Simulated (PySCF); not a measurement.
Al(OSiH3)2 (AlH6O2Si2), SMILES [SiH3][O][Al][O][SiH3], multiplicity 2. Atoms are numbered in the order given.

```xyz
11

Al    -0.0861    -0.9649     0.0617
O     -1.2491     0.0452     0.7912
Si    -2.5205     0.7273     1.6012
H     -2.7256     0.0525     2.9135
H     -3.7695     0.5981     0.8003
H     -2.2520     2.1710     1.8434
O      1.2277    -0.2757    -0.7773
Si     2.5914     0.0626    -1.6514
H      2.5700    -0.6654    -2.9508
H      3.8056    -0.3516    -0.8946
H      2.6704     1.5237    -1.9230
```
Charge 0, spin multiplicity 2.

Coordinates come from a TPSSh-D3(BJ)/def2-SVP optimisation. The multiplicity is an assumed one; no other spin state was optimised. The isomer is the one that the SMILES or the coordinates give; other isomers of the formula were not compared. One conformer was computed; it need not be the lowest.

Calculation: PBE/pcH-1 run with PySCF.

Unrestricted Kohn–Sham, ⟨S²⟩ = 0.752. Hyperfine tensors hold the contact and dipolar terms, without spin-orbit corrections.

Computed hyperfine couplings:
```tsv
nucleus	A(iso) (MHz)	A(iso) (G)	dipolar principal values (MHz)
27Al no. 1	1463.9	522.3	-35.2, -31.9, 67.2
17O no. 2	-101.2	-36.1	-21.1, 8.6, 12.5
29Si no. 3	-7.8	-2.8	-4.5, 2.1, 2.4
1H no. 4	-1.7	-0.6	-1.2, -0.9, 2.1
1H no. 5	-1.4	-0.5	-1.1, -0.8, 1.9
1H no. 6	7.0	2.5	-1.0, -0.5, 1.6
17O no. 7	-101.2	-36.1	-21.1, 8.6, 12.5
29Si no. 8	-7.8	-2.8	-4.5, 2.1, 2.4
1H no. 9	-1.8	-0.6	-1.2, -0.8, 2.0
1H no. 10	-1.6	-0.6	-1.1, -0.8, 1.9
1H no. 11	7.3	2.6	-1.0, -0.5, 1.6
```
